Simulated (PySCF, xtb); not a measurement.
CH5BFNO, SMILES NB(O)CF.

GFN2-xTB (xtb) at its own geometry gives an orbital gap of 7.09 eV and a dipole moment of 3.39 D.

The structure is a stationary point at PBE0-D3(BJ)/def2-SVP. This is a generated structure with no PubChem entry under its InChIKey; it may be hypothetical. The values are those of a single conformer.

Problem. What does PySCF with PBE/def2-TZVP give? (An estimate is asked for; the answer gives what the named calculation found.)

Solution. gap 6.31 eV (levels -6.51 and -0.21 eV), dipole 2.60 D.
